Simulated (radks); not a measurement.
Ga, 31 electrons, occupied as [Ar] 3d10 4s2 4p1 (the NIST ground configuration). Method: scalar-relativistic Kohn-Sham, exchange-only PBE, spin-unpolarised, spherical densities, finite nucleus; Fermi nuclear charge, rms radius 3.9973 fm; computed with a radial shooting solver on a logarithmic mesh with Libxc functionals.

Unscreened Slater integrals over Kohn-Sham orbitals (cm^-1).

| integral | value |
|---|---|
| F0(4p,4p) | 55216 |
| F2(4p,4p) | 26788 |
| F0(4p,4s) | 65689 |
| G1(4p,4s) | 37863 |
| F0(4p,3d) | 75557 |
| F2(4p,3d) | 11821 |
| G1(4p,3d) | 4565.0 |
| G3(4p,3d) | 3669.2 |
| F0(4p,3p) | 76200 |
| F2(4p,3p) | 9341.1 |
| G0(4p,3p) | 2003.7 |
| G2(4p,3p) | 2245.4 |
| F0(4s,4s) | 84388 |
| F0(4s,3d) | 108870 |
| G2(4s,3d) | 10887 |
| F0(4s,3p) | 110590 |
| G1(4s,3p) | 5773.9 |
| F0(3d,3d) | 252630 |
| F2(3d,3d) | 115750 |
| F4(3d,3d) | 71805 |
| F0(3d,3p) | 270150 |
| F2(3d,3p) | 126710 |
| G1(3d,3p) | 156000 |
| G3(3d,3p) | 94718 |
| F0(3p,3p) | 292210 |
| F2(3p,3p) | 145730 |

Derived for the open shells (J is the average intra-shell exchange parameter used in DFT+U). 4p: J = F2/5 = 5358 cm^-1.
